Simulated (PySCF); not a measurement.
## Pb(NCS)2 at several levels of theory

Computed with PySCF 2.14.0 (density fitting, no spin-orbit coupling) at the geometry relaxed with PBE0:

```xyz
7
Pb(NCS)2 (singlet)
Pb    0.0183    1.4738    0.0000
N    -0.0003   -0.0242    1.5956
C    -0.0046   -0.3719    2.7435
S    -0.0108   -0.8669    4.2485
N    -0.0003   -0.0242   -1.5956
C    -0.0046   -0.3719   -2.7435
S    -0.0108   -0.8669   -4.2485
```

```json
{"level": "PBE0", "basis": "Pb def2-SVP with ECP60, N def2-SVP, C def2-SVP, S def2-SVP", "state": "singlet", "HOMO (eV)": "-6.94", "gap (eV)": "3.35", "charge on Pb1 (e)": "0.93", "dipole about the centre of mass (D)": "5.76", "largest force component (eV/Å)": "0.02"}
{"level": "wB97X", "basis": "the same", "state": "singlet", "HOMO (eV)": "-9.04", "gap (eV)": "7.07", "charge on Pb1 (e)": "0.98", "dipole about the centre of mass (D)": "6.31", "largest force component (eV/Å)": "0.35"}
{"level": "CAM-B3LYP", "basis": "the same", "state": "singlet", "HOMO (eV)": "-8.01", "gap (eV)": "5.23", "charge on Pb1 (e)": "0.92", "dipole about the centre of mass (D)": "5.90", "largest force component (eV/Å)": "0.37"}
{"level": "revPBE", "basis": "the same", "state": "singlet", "HOMO (eV)": "-5.81", "gap (eV)": "1.85", "charge on Pb1 (e)": "0.81", "dipole about the centre of mass (D)": "5.15", "largest force component (eV/Å)": "1.22"}
{"level": "PBE0", "basis": "Pb def2-TZVP with ECP60, N def2-TZVP, C def2-TZVP, S def2-TZVP", "state": "singlet", "HOMO (eV)": "-7.05", "gap (eV)": "3.40", "charge on Pb1 (e)": "0.92", "dipole about the centre of mass (D)": "5.80", "largest force component (eV/Å)": "0.47"}
{"level": "PBE0", "basis": "Pb x2c-SVPall, N x2c-SVPall, C x2c-SVPall, S x2c-SVPall", "state": "singlet", "HOMO (eV)": "-6.93", "gap (eV)": "3.34", "charge on Pb1 (e)": "0.96", "dipole about the centre of mass (D)": "5.73", "largest force component (eV/Å)": "0.66"}
```

Charges are Mulliken's, which hang on the basis. The relaxation used the grid (50, 194), these runs (75, 302) or, all-electron (x2c bases, spin-free X2C Hamiltonian), (99, 590).

Problem. What does BLYP with Pb def2-SVP with ECP60, N def2-SVP, C def2-SVP, S def2-SVP give here?

Solution. state singlet, HOMO (eV) -5.61, gap (eV) 1.73, charge on Pb1 (e) 0.75, dipole about the centre of mass (D) 4.82, largest force component (eV/Å) 1.04. Time: 6.7 s on 2 threads of Arm Neoverse V1 (shared host), from an already converged density.

In the first row's basis the gap widens with exact exchange: 1.7 to 1.8 eV for BLYP, revPBE (none); 3.4 eV for PBE0 (a fixed share); 5.2 to 7.1 eV for CAM-B3LYP, wB97X (rising or full at long range).

No frequency check is given that shows the relaxed geometry to be a minimum, and it was reached by following one of several unstable modes of a saddle point.
